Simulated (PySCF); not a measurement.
A structure optimised at PBE0-D3(BJ)/def2-SVP, used in a PySCF frequency run:

```xyz
10

C      0.0449    -2.4464     0.0000
C      0.6903    -1.2738     0.0000
C      0.0206     0.0107     0.0000
F     -1.3107    -0.0121     0.0000
C      0.6639     1.1874     0.0000
F      0.0218     2.3438     0.0000
H     -1.0468    -2.4881     0.0000
H      0.5925    -3.3905     0.0000
H      1.7840    -1.2383     0.0000
H      1.7529     1.2634     0.0000
```
Charge 0, spin multiplicity 1.

Task: Write its SMILES, formula and point group.

Result: C=C/C(F)=C/F, C₄H₄F₂, Cs

Task: What are its rotational constants (standard atomic weights)?

Result: 9.8608, 2.1696, 1.7784 GHz
